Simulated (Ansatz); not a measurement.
Input for Ansatz (a quantum-chemistry and plane-wave program): U-BHLYP/def2-TZVPP on SiB+, 2S+1 = 3, a spin state set in the input, which need not be the lowest, a point of a bond scan (R = 2.103 Å). Charge +1.

Ansatz 0.2 input:
```yaml
crystal:
  periodic: [false, false, false]
  atoms:
    - {symbol: B, position_ang: [0.00000000, 0.00000000, 0.00000000]}
    - {symbol: Si, position_ang: [0.00000000, 0.00000000, 2.10292900]}
basis:
  gaussian:
    orbitals: def2-TZVPP
    pivot_positions_ang: [[0.00000000, 0.00000000, 0.00000000], [0.00000000, 0.00000000, 2.10292900]]
hamiltonian:
  xc: {name: BHLYP}
total_charge: 1
magnetization: {spin_polarized: true, initial_magnetization: 2}
output: {forces: true, orbitals: {seedname: ./end}}
```

It printed:

```
WARN ansatz: RAYON_NUM_THREADS=2 ignored (pool sized by the plan → 2); use --threads N
Functional definition: BHLYP
integrals: 0.01 GiB planned
519 factors; their error is unknown
mean field: 0.19 GiB planned
mean field evaluation 1: about -8538.3100 eV, gradient 9.3e0 eV
mean field evaluation 2: about -8538.4972 eV, gradient 7.5e0 eV
mean field evaluation 4: about -8538.9085 eV, gradient 5.2e-1 eV
mean field evaluation 8: about -8538.9280 eV, gradient 1.1e-1 eV
mean field evaluation 16: about -8538.9808 eV, gradient 1.4e-3 eV
mean field evaluation 32: about -8539.0433 eV, gradient 6.5e-1 eV
mean field -8539.62403936 eV, -313.8253950815 hartree, gradient 1.5e-5 eV, S^2 2.008451; 5 other end points of the search recorded, 0 dependent functions left out
the calculation of the forces begins
reference -8539.62416841 eV, -313.8253998239 hartree; 10, 8 occupied and 63, 65 virtual orbitals, 519 factors
Total energy: -8539.62416841 eV, -313.8253998239 hartree
Atom 0 at     0.000000     0.000000     0.000000 Å, force    -0.000000     0.000000     0.235473 eV/Å
Atom 1 at     0.000000     0.000000     2.102929 Å, force     0.000000    -0.000000    -0.235473 eV/Å
Dipole moment:     0.000000     0.000000    -0.167183 e Å
```

Self-consistency was reached.

Cost: roughly 4 core-seconds.
